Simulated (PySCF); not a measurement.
How methods differ on the ionisation energy of Eu²⁺

Eu²⁺ [Xe] 4f7 (8S) → Eu³⁺ [Xe] 4f6 (7F), as a difference of total energies. Computed with PySCF 2.14 in cc-pVDZ-X2C (8s7p5d3f1g, 84 functions), with scalar relativity by spin-free X2C-1e. Correlated levels: valence: [Kr] 4d10 frozen. The calculations carry no spin-orbit coupling.

| method | ionisation energy (eV) | plus first-order spin-orbit estimate | difference from reference of that sum (eV) |
| --- | --- | --- | --- |
| UHF | 22.670 | 22.276 | -2.564 |
| MP2 (valence) | 24.764 | 24.370 | -0.470 |
| SCS-MP2 (valence) | 23.809 | 23.415 | -1.425 |
| CCSD (valence) | 24.377 | 23.983 | -0.857 |
| CCSD(T) (valence) | 24.474 | 24.080 | -0.760 |

Reference: 24.84 ± 0.03 eV (semi-empirical (NIST evaluation); NIST Atomic Spectra Database, ionization energies).

A first-order spin-orbit estimate (lowest level to lowest level, LS coupling) adds -0.394 eV.

Errors of the correlated levels include the incompleteness of this basis and the frozen core.
